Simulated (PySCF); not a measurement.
Ionisation energy of Pb+ by level of theory

Pb+ [Xe] 4f14 5d10 6s2 6p1 (2P) → Pb(2+) [Xe] 4f14 5d10 6s2 (1S), as a difference of total energies. Calculation: PySCF 2.14, in ANO-RCC-VTZP; the spin-free X2C one-electron Hamiltonian (Gaussian nucleus). Correlated levels: valence and next inner shell: [Kr] 4d10 4f14 frozen. The calculations carry no spin-orbit coupling.

| method | ionisation energy (eV) |
| --- | --- |
| UHF | 13.230 |
| MP2 (valence and next inner shell) | 13.653 |
| SCS-MP2 (valence and next inner shell) | 13.561 |
| CCSD (valence and next inner shell) | 13.652 |
| CCSD(T) (valence and next inner shell) | 13.674 |

Task: How much does correlation contribute at CCSD(T) (valence and next inner shell)?

Result: 13.674 − (13.230) = 0.444 eV, measured against UHF.

Errors of the correlated levels include the incompleteness of this basis and the frozen core.

For comparison: 13.869 eV (measured; NIST levels, between the centres of gravity of the two terms).
